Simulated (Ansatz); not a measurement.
Level of theory: Ansatz (a first-principles code) with frozen-core CCSD(T)/cc-pVTZ // PBE0-D3(BJ)/def2-TZVP. The restricted HF reference is unstable towards unrestricted orbitals.

Ansatz 0.2 input:
```yaml
crystal:
  periodic: [false, false, false]
  atoms:
    - { symbol: C, position_ang: [2.089758, -0.370433, -0.124156] }
    - { symbol: Si, position_ang: [0.279563, 0.102233, -0.11927] }
    - { symbol: Si, position_ang: [-1.295173, 1.376265, -0.696473] }
    - { symbol: Si, position_ang: [-1.822979, -0.422138, 0.611603] }
    - { symbol: H, position_ang: [2.660517, 0.344942, -0.717887] }
    - { symbol: H, position_ang: [2.213833, -1.36829, -0.549588] }
    - { symbol: H, position_ang: [2.47657, -0.377259, 0.896841] }
    - { symbol: H, position_ang: [-1.792522, 2.578846, -1.419791] }
    - { symbol: H, position_ang: [-2.229243, -0.270959, 2.040388] }
    - { symbol: H, position_ang: [-2.580326, -1.593205, 0.078334] }
basis:
  gaussian: { orbitals: cc-pVTZ }
correlation:
  method: ccsd_t
```

Output:

```
Functional definition: HF
1232 factors; integrals over basis functions are off by at most 1.2e-3 eV
mean field evaluation 1: about -24708.4981 eV, gradient 2.4e1 eV
mean field evaluation 2: about -24708.9232 eV, gradient 2.5e1 eV
mean field evaluation 4: about -24711.1126 eV, gradient 3.4e0 eV
mean field evaluation 8: about -24711.1716 eV, gradient 2.3e-1 eV
mean field evaluation 16: about -24711.1721 eV, gradient 1.6e-6 eV
mean field -24711.17207608 eV, -908.1188239620 hartree, gradient 1.6e-6 eV, S^2 0.000000; 0 other end points of the search recorded, 0 dependent functions left out; unrestricted orbitals would lower it
16 core orbitals not correlated
reference -24711.17207608 eV, -908.1188239620 hartree; 11, 11 occupied and 189, 189 virtual orbitals, 1232 factors
second order -14.52407506 eV of doubles, -0.00000000 eV of singles
cycle   1  -15.36283167 eV  change   -8.4e-1 eV  update   1.0e-1
cycle   2  -15.83006033 eV  change   -4.7e-1 eV  update   3.3e-2
cycle   3  -15.91506654 eV  change   -8.5e-2 eV  update   1.4e-2
cycle   4  -15.91105987 eV  change    4.0e-3 eV  update   3.9e-3
cycle   5  -15.90972083 eV  change    1.3e-3 eV  update   1.5e-3
cycle   6  -15.90952968 eV  change    1.9e-4 eV  update   4.3e-4
cycle   7  -15.90950317 eV  change    2.7e-5 eV  update   1.3e-4
cycle   8  -15.90956986 eV  change   -6.7e-5 eV  update   5.0e-5
cycle   9  -15.90957752 eV  change   -7.7e-6 eV  update   1.8e-5
perturbative correction -0.82886744 eV, -0.0304603164 hartree
Total energy: -24727.91052104 eV, -908.7339504685 hartree
```

Cost: very roughly 80 core-seconds.
